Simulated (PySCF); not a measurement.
**From computed data to an observable: oscillator strength and radiative lifetime**

Si(CF3)(H)2(OH) (CH₃F₃OSi), SMILES O[SiH2]C(F)(F)F.

Coordinates come from a PBE0-D3(BJ)/def2-SVP optimisation. Other conformers were not sampled.

TDDFT-PBE/def2-SVPD in PySCF puts the first singlet state with f over 0.02 at 8.04 eV (vertical), with the transition dipole (-0.347, 0.052, -0.183) in atomic units.

### Question
Find the oscillator strength, the wavelength and the radiative lifetime that this transition would have in vacuum if emission retraced absorption.

### Answer

|μ|² = 0.1566 au, so |μ| = 1.01 D. ΔE = 8.04/27.211 = 0.2955 hartree. f = (2/3) ΔE |μ|² = 0.031 (the program prints 0.031).
λ = 1239.84/8.04 = 154 nm; ν = 64847 cm⁻¹.
Einstein's coefficient A = 0.6670 ν² f s⁻¹ (ν in cm⁻¹) = 8.7e7 s⁻¹, so τ = 1/A = 12 ns. This state is S5; the lower singlets have f = 0.001, 0.006, 0.003, 0.006. The figure is the radiative limit of this one transition; relaxation, internal conversion, crossing to triplets and a medium change what is measured.
